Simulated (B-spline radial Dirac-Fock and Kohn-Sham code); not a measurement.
Br²⁴⁺: scattering cross sections and density moments

System: the Br²⁴⁺ ion in the configuration [Ne] 3s1.

These are calculated numbers from a radial finite-basis atomic code; the model is Dirac-Fock densities.

```
Sum of ⟨r⟩                          : 1.886 bohr
Sum of ⟨r²⟩                         : 0.5158 bohr²
Sum of ⟨1/r⟩                        : 138.03 per bohr
Langevin diamagnetic susceptibility : -0.409 × 10⁻⁶ cm³/mol
Lamb shielding (α²/3)Σ⟨1/r⟩         : 2450 ppm
```

Coherent scattering is the Thomson cross section weighted by f₀², without anomalous dispersion; incoherent scattering is Klein-Nishina weighted by S. The Lamb formula is the non-relativistic shielding expression. Electron correlation is left out. A dash stands where the photon energy is too low for the impulse approximation behind that column.

```tsv
hν (keV)	coherent (b)	incoherent (b)	incoherent per electron (b)
1	80.31	–	–
8.0478	70.54	0.6005	0.0546
10	66.27	0.8217	0.0747
17.4793	49.91	1.629	0.148
30	30.03	2.762	0.251
100	5.014	4.361	0.396
200	1.474	4.104	0.373
1000	0.06563	2.304	0.209
```

Incoherent scattering overtakes coherent scattering between 100 and 200 keV.
